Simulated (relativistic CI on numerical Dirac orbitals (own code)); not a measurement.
# Hyperfine structure of Gd40+, mass number 157

Method of calculation: Dirac-Coulomb-Breit CI, KLI orbitals optimised for each configuration, QED by a radiative potential, unscaled Slater integrals (own radial code, finite nucleus).

CI space (outside the closed core [Ne]): 3s2 3p6 3d6, 3s2 3p5 3d7, 3s2 3p4 3d8, 3s 3p6 3d7, 3p6 3d8, 3s 3p5 3d8, 3s2 3p6 3d5 4s, 3s2 3p6 3d5 4p, 3s2 3p4 3d7 4s, 3s2 3p6 3d5 4d, 3s2 3p5 3d6 4s, 3s2 3p6 3d5 4f, 3s2 3p6 3d4 4s2, 3s 3p6 3d6 4s, 3p6 3d7 4s, 3p6 3d7 4p. Levels of other configurations are missing.

Nuclear spin I = 3/2, μ = -0.3398 μN, Q = 1.35 b (tables of Stone and Pyykkö). The electronic factors are computed for point nuclear moments, without core polarisation or the Bohr-Weisskopf and QED corrections.

```json
{"Level": "3s2 3p6 3d6 5D_3", "E (cm⁻¹)": "228761", "A (MHz)": "-3399", "B (MHz)": "6130"}
{"Level": "3s2 3p6 3d6 5D_1", "E (cm⁻¹)": "258687", "A (MHz)": "-4925", "B (MHz)": "-20600"}
{"Level": "3s2 3p6 3d6 3G_5", "E (cm⁻¹)": "305387", "A (MHz)": "-6608", "B (MHz)": "24300"}
{"Level": "3s2 3p6 3d6 3H_6", "E (cm⁻¹)": "306566", "A (MHz)": "-7277", "B (MHz)": "-47900"}
{"Level": "3s2 3p6 3d6 3P_1", "E (cm⁻¹)": "442666", "A (MHz)": "-5065", "B (MHz)": "40100"}
```

Levels with J = 0, under 50 % of one LS term, or S terms without an open s electron are left out. Small factors come from cancelling terms and can be off by tens of per cent or more.

At this charge energies of transitions that change n are usually good to better than 1 %, and those within a shell (Δn = 0) to a few per cent. Terms inside the open d or f shell come out 10 to 20 % too wide with unscaled integrals.

**Question.** Give the hyperfine levels of 3s2 3p6 3d6 5D_3 relative to its centre of gravity.

**Answer.** With K = F(F + 1) − I(I + 1) − J(J + 1), E = AK/2 + B[¾K(K + 1) − I(I + 1)J(J + 1)]/[2I(2I − 1)J(2J − 1)]: F = 3/2: 24070, F = 5/2: 10970, F = 7/2: -3067, F = 9/2: -13760 MHz.

LS names give the leading component of a level, which can be under half, so a name can repeat, a term be missing and a line seem to break the LS rules.
